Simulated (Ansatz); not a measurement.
The same path of a periodic cell of 63 atoms, Si (host Si, host structure diamond, one Si atom removed) was run twice with different band settings. Lost on the way: Si19–Si20, Si20–Si50, Si20–Si52. Made: Si20–Si36, Si20–Si42, Si20–Si43.

The calculation used DFT LDA, scalar-relativistic, plane waves, PAW (Ansatz). Settings: PAW set soft_1, cutoff 420 eV, k mesh 1x1x1, fermi-dirac smearing 0.05 eV, no spin polarisation.

Relaxed end points:

```xyz
63
Lattice="10.8600 0.0000 0.0000 0.0000 10.8600 0.0000 0.0000 0.0000 10.8600" Properties=species:S:1:pos:R:3
Si 5.424 0.000 -0.003
Si 6.777 1.348 1.362
Si 8.142 2.710 -0.004
Si 9.508 4.074 1.355
Si 8.161 -0.021 2.723
Si 9.498 1.360 4.069
Si 0.000 0.001 -0.004
Si 1.360 1.362 1.354
Si 2.712 2.718 -0.004
Si 4.069 4.073 1.352
Si 5.429 5.432 -0.007
Si 6.790 6.789 1.350
Si 8.142 8.142 -0.006
Si 9.499 9.497 1.344
Si 2.714 -0.004 2.713
Si 4.078 1.352 4.058
Si 5.429 2.715 2.711
Si 6.789 4.068 4.071
Si 8.129 5.439 2.722
Si 9.501 6.790 4.061
Si 5.443 -0.015 5.441
Si 6.786 1.364 6.782
Si 8.142 2.711 5.424
Si 9.495 4.068 6.777
Si 8.124 -0.007 8.135
Si 9.512 1.356 9.495
Si -0.006 5.431 -0.005
Si 1.353 6.777 1.354
Si 2.715 8.142 -0.006
Si 4.074 9.508 1.357
Si -0.003 2.718 2.713
Si 1.348 4.078 4.064
Si 2.710 5.429 2.714
Si 4.064 6.793 4.070
Si 5.443 8.131 2.724
Si 6.788 9.500 4.073
Si -0.016 -0.015 5.411
Si 1.352 1.354 6.791
Si 2.714 2.713 5.423
Si 4.073 4.078 6.788
Si 5.440 5.445 5.409
Si 6.781 6.793 6.780
Si 9.504 9.515 6.797
Si 2.712 -0.001 8.139
Si 4.066 1.363 9.499
Si 5.427 2.721 8.138
Si 6.779 4.077 9.493
Si 8.156 5.445 8.121
Si 9.495 6.790 9.498
Si -0.013 8.160 2.717
Si 1.358 9.496 4.071
Si -0.020 5.446 5.441
Si 1.359 6.790 6.779
Si 2.711 8.144 5.425
Si 4.063 9.500 6.777
Si -0.002 2.718 8.137
Si 1.357 4.074 9.499
Si 2.715 5.431 8.138
Si 4.078 6.782 9.491
Si 5.441 8.167 8.126
Si 6.787 9.501 9.507
Si -0.014 8.132 8.127
Si 1.353 9.511 9.496
```

```xyz
63
Lattice="10.8600 0.0000 0.0000 0.0000 10.8600 0.0000 0.0000 0.0000 10.8600" Properties=species:S:1:pos:R:3
Si 5.427 0.003 -0.003
Si 6.788 1.359 1.358
Si 8.137 2.720 0.005
Si 9.518 4.086 1.371
Si 8.148 0.005 2.718
Si 9.502 1.357 4.072
Si 0.008 -0.005 0.005
Si 1.357 1.356 1.358
Si 2.718 2.712 -0.003
Si 4.074 4.073 1.358
Si 5.435 5.422 0.005
Si 6.801 6.803 1.371
Si 8.148 8.142 -0.005
Si 9.487 9.489 1.371
Si 2.710 -0.005 2.707
Si 4.072 1.357 4.072
Si 5.435 2.720 2.707
Si 6.801 4.086 4.088
Si 8.146 5.431 2.716
Si 8.146 8.144 5.429
Si 5.435 -0.005 5.438
Si 6.788 1.356 6.787
Si 8.148 2.710 5.427
Si 9.487 4.086 6.774
Si 8.137 -0.005 8.140
Si 9.502 1.357 9.502
Si -0.003 5.433 -0.005
Si 1.344 6.772 1.371
Si 2.710 8.153 0.005
Si 4.071 9.502 1.358
Si -0.003 2.710 2.718
Si 1.344 4.086 4.057
Si 2.720 5.433 2.718
Si 4.072 6.787 4.072
Si 5.425 8.142 2.718
Si 6.801 9.489 4.057
Si -0.003 0.005 5.427
Si 1.357 1.359 6.787
Si 2.710 2.720 5.438
Si 4.071 4.073 6.787
Si 5.425 5.433 5.427
Si 6.801 6.772 6.774
Si 9.518 9.489 6.774
Si 2.718 0.003 8.148
Si 4.072 1.357 9.502
Si 5.427 2.712 8.148
Si 6.788 4.073 9.504
Si 8.148 5.433 8.150
Si 9.502 6.787 9.502
Si -0.001 8.144 2.716
Si 1.344 9.489 4.088
Si -0.001 5.431 5.429
Si 1.344 6.803 6.774
Si 2.720 8.142 5.427
Si 4.074 9.502 6.787
Si 0.008 2.720 8.140
Si 1.357 4.073 9.501
Si 2.710 5.422 8.140
Si 4.072 6.787 9.502
Si 5.435 8.153 8.140
Si 6.788 9.502 9.501
Si -0.003 8.142 8.150
Si 1.357 9.502 9.504
```

Common settings: spring 5.0 eV/Å²; optimiser quadratic models (default); force threshold 0.05 eV/Å; end points relaxed.

| run | movable images | climbing image | start path | iteration limit |
| --- | --- | --- | --- | --- |
| 1 | 5 | yes | IDPP | 80 |
| 2 | 4 | no | default | 50 |

Problem. What does each run give, and how far can it be trusted?

Solution. Run 1: converged after 5 iterations, highest image 0.391 eV above the first end. By the program's own check the climbing image is a first-order saddle point (lowest curvatures found: -0.85 and 0.31 eV/Å²).
Run 2: converged after 5 iterations, highest image 0.357 eV above the first end. No image climbed, so the highest image needn't sit at the top of the path.
Limits of this set-up: coarse k mesh, PAW files made for another functional.
